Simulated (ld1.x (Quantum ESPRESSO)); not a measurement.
# What one change does to a pseudopotential (Mo (Z = 42), TM semilocal)

| Quantity | Value |
| --- | --- |
| Element | Mo (Z = 42) |
| Generator | ld1.x (Quantum ESPRESSO) 7.5 |
| Type | norm-conserving Troullier–Martins (semilocal form) |
| Functional | BP86 |
| Relativity | scalar-relativistic |
| Frozen core | [Ar] 3d10 |
| Valence charge | 14 |
| Reference configuration | 4s2 4p6 4d5 5s0 5p0 (charge +1) |
| Partial waves | 4s (bound): rc 1.85 bohr; 4d (bound): rc 2.10 bohr; 4p (bound): rc 1.30 bohr |
| Local potential | the p channel |
| Core correction | a·sin(br)/r model core, default radius (core density twice the valence density) |

All-electron outer shells of the reference configuration (BP86, scalar-relativistic, ld1.x):

```json
{"shell": "3d", "level (eV)": "-227.89", "outermost node (bohr)": "–", "outermost maximum (bohr)": "0.32"}
{"shell": "4s", "level (eV)": "-71.26", "outermost node (bohr)": "0.51", "outermost maximum (bohr)": "0.99"}
{"shell": "4p", "level (eV)": "-45.41", "outermost node (bohr)": "0.52", "outermost maximum (bohr)": "1.08"}
{"shell": "4d", "level (eV)": "-10.55", "outermost node (bohr)": "0.53", "outermost maximum (bohr)": "1.38"}
{"shell": "5s", "level (eV)": "-9.98", "outermost node (bohr)": "1.34", "outermost maximum (bohr)": "2.79"}
{"shell": "5p", "level (eV)": "-5.93", "outermost node (bohr)": "1.53", "outermost maximum (bohr)": "3.49"}
```

Change: wave 4p (bound): rc 1.30 bohr becomes 4p (bound): rc 1.78 bohr.

Cutoffs: the cutoffs (Ry, on a coarse ladder) from which the occupation-weighted sum of valence levels, in a spherical-Bessel basis at the reference potential, stays within 10 and 1 mRy of its value at 400 Ry; they do not see the model core or the augmentation charge, which bear on the density cutoff. Errors are all-electron minus pseudo energies relative to the spin-unpolarised reference configuration.

Task: How do hardness, ghosts and transferability respond?

Result: The potential gets softer (80 Ry and 120 Ry → 40 Ry and 55 Ry); of the 7 tests that both files solve, the error grows in 2 and shrinks in 1 by more than 15 % and 0.3 meV (median size 604.6 → 604.8 meV); neither file shows a bound ghost at the reference potential, the only one tested. A larger radius leaves more room for a smooth pseudo-wave, so fewer plane waves are needed. A semilocal file is local in each channel, so a ghost entry of none says nothing of the separable form that plane-wave codes build from it.

```csv
quantity,base,changed
"cutoff, loose",80 Ry,40 Ry
"cutoff, tight",120 Ry,55 Ry
loose cutoff by channel (10 mRy a level),"s 25 Ry, d 30 Ry, p 50 Ry","s 25 Ry, d 30 Ry, p 21 Ry"
bound ghosts,none,none
"error for 4s2 4p6 4d5 5s1 5p0, meV [ΔE -7.08 eV]",+1292,+1292
"error for 4s2 4p6 4d4 5s0 5p0, meV [ΔE 15.58 eV]",-0.9,-0.4
"error for 4s2 4p6 4d3 5s0 5p0, meV [ΔE 42.41 eV]",+3.8,+9.0
"error for 4s1 4p6 4d5 5s1 5p0, meV [ΔE 63.28 eV]",+2064,+2087
"error for 4s2 4p6 4d2 5s0 5p0, meV [ΔE 81.98 eV]",+42,+63
"error for 4s2 4p6 4d4 5s1 5p0, meV [ΔE 1.13 eV]",+1905,+1904
"error for 4s2 4p6 4d5.5 5s0.5 5p0, meV [ΔE -6.78 eV]",+605,+605
s: phases at 2.30 bohr within 0.05 rad from the reference energy up to (Ry; the scan ends near 5),-2.1,-2.1
p: phases at 2.30 bohr within 0.05 rad from the reference energy up to (Ry; the scan ends near 5),0.9,0.0
d: phases at 2.30 bohr within 0.05 rad from the reference energy up to (Ry; the scan ends near 5),2.8,2.8
```

Base: These tests converged, but a pseudo level misses the all-electron one widely, so the file describes the atom poorly there or has found another state: 4s2 4p6 4d4 5s0 5p0: empty 5s by 2.5 eV; 4s2 4p6 4d3 5s0 5p0: empty 5s by 3.5 eV; 4s2 4p6 4d2 5s0 5p0: empty 5s by 4.7 eV; 4s2 4p6 4d5.5 5s0.5 5p0: 5s by 1.0 eV. Changed file: These tests converged, but a pseudo level misses the all-electron one widely, so the file describes the atom poorly there or has found another state: 4s2 4p6 4d4 5s0 5p0: empty 5s by 2.5 eV; 4s2 4p6 4d3 5s0 5p0: empty 5s by 3.5 eV; 4s2 4p6 4d2 5s0 5p0: empty 5s by 4.7 eV; 4s2 4p6 4d5.5 5s0.5 5p0: 5s by 1.0 eV.
